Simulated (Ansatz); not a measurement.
Reaction (formal exchange of groups at the Si–B bond): `OB(F)[SiH2]Br` + `C=C` → `C=C[SiH2]Br` + `OBF`

Computed with Ansatz on PBE0-D4/def2-TZVP structures; ΔE is electronic, products minus reactants. CCSD(T)/CBS adds triple-zeta CCSD(T) − MP2 to the extrapolated MP2 energy (def2 sets, frozen cores). This one scheme is used for every species. DFT in def2-TZVPP. For Br outer-core shells are correlated without core-valence functions, which leaves a few kJ/mol of doubt a bond. Scalar relativity is left out up to krypton. Each species was taken in one conformer, which may not be the lowest.

CCSD(T)/CBS gives -25.7 kJ/mol.

(1) Another level gave -18.4 kJ/mol. Which?
A. SCS-MP2/def2-TZVPP
B. PBE0/def2-TZVPP
C. RPA@PBE/def2-TZVPP
D. PBE-D4/def2-TZVPP

Largest T1 diagnostic among the species: 0.013.

Answers

(1) B. PBE0 -18.4, RPA@PBE/def2-TZVPP -24.8, SCS-MP2/def2-TZVPP -33.1, PBE-D4 -14.0 kJ/mol.

Leaving LDA and LC-ωPBE aside and taking each functional with its dispersion term where it has one, the values, not all of them listed here, spread over 14.0 kJ/mol, from BHLYP-D4 to PBE-D4. From BLYP to BHLYP (50 % exact exchange), in def2-TZVPP and without D4, ΔE moves by −8.0 kJ/mol.
